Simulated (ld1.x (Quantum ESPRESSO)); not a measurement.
# indium (In), ultrasoft: configuration errors across variants

ld1.x (Quantum ESPRESSO) 7.5 input, shortened:

```
&input
   title='In', zed=49., rel=1, dft='PBE', iswitch=3,
   config='[Kr] 4d10 5s2 5p1'
 /
 &inputp
   pseudotype=3, tm=.true., lloc=-1, rcloc=0.90,
   nlcc=.true., new_core_ps=.true.,
   which_augfun='PSQ', rmatch_augfun_nc=.true.
 /
6
5S  1  0   2.00   0.00  1.90  2.10  0.0
5S  1  0   0.00   3.40  1.90  2.10  0.0
5P  2  1   1.00   0.00  3.05  3.55  0.0
5P  2  1   0.00   0.15  3.05  3.55  0.0
4D  3  2  10.00   0.00  0.90  1.15  0.0
4D  3  2   0.00  -0.60  0.90  1.15  0.0
 &test
   configts(1)='4d10 5s2 5p1'
 /
```

All-electron excitation energies from the reference (eV): (1) 4d10 5s2 5p0 5.363; (2) 4d10 5s1 5p0 24.598; (3) 4d10 5s0 5p0 52.918; (4) 4d10 5s2 5p1.3 -0.532; (5) 4d10 5s0 5p3 11.947; (6) 4d10 5s1 5p2 5.841; (7) 4d10 5s2 5p0.5 1.940.

The overlap operator is not positive definite (basis up to 400 Ry) in “base”, “waves 4d (bound): rcut 0.90, rcutus 1.06 bohr; 4d channel at -0.6 Ry: rcut 0.90, rcutus 1.06 bohr”, “waves 4d (bound): rcut 0.90, rcutus 1.18 bohr; 4d channel at -0.6 Ry: rcut 0.90, rcutus 1.18 bohr”. Such files are unfit for use, however small their errors in these radial tests.

7 further variants failed, have other tests or too few solved ones, and are left out.

A true bound ghost makes a file unfit for plane-wave use even where its test errors are small: the radial tests pick states by their node count and pass the ghost by.

Errors AE − PS in meV (a dash: test not solved or not reliable):

| change | (1) | (2) | (3) | (4) | (5) | (6) | (7) | bound ghosts |
| --- | --- | --- | --- | --- | --- | --- | --- | --- |
| base | -5.4 | -17 | -43 | 0.0 | -13 | -3.0 | -1.1 | s (p not tested, overlap not positive) |
| waves 4d (bound): rcut 0.90, rcutus 1.06 bohr; 4d channel at -0.6 Ry: rcut 0.90, rcutus 1.06 bohr | -5.4 | -16 | -42 | -0.1 | -12 | -2.7 | -1.1 | s (p not tested, overlap not positive) |
| waves 4d (bound): rcut 0.90, rcutus 1.18 bohr; 4d channel at -0.6 Ry: rcut 0.90, rcutus 1.18 bohr | -5.4 | -17 | -43 | -0.1 | -14 | -3.0 | -1.1 | s (p not tested, overlap not positive) |

Give the same row for: waves 4d (bound): rcut 0.90, rcutus 0.94 bohr; 4d channel at -0.6 Ry: rcut 0.90, rcutus 0.94 bohr.

-5.5, -16, -40, 0.0, -9.6, -2.1, -1.1; bound ghosts: s (p not tested, overlap not positive). Its overlap operator is not positive definite in a basis up to 400 Ry (lowest eigenvalue p -0.0049), so the file is unfit for use: the generalised eigenproblem breaks down once the basis is large enough, and its test numbers describe a broken file.
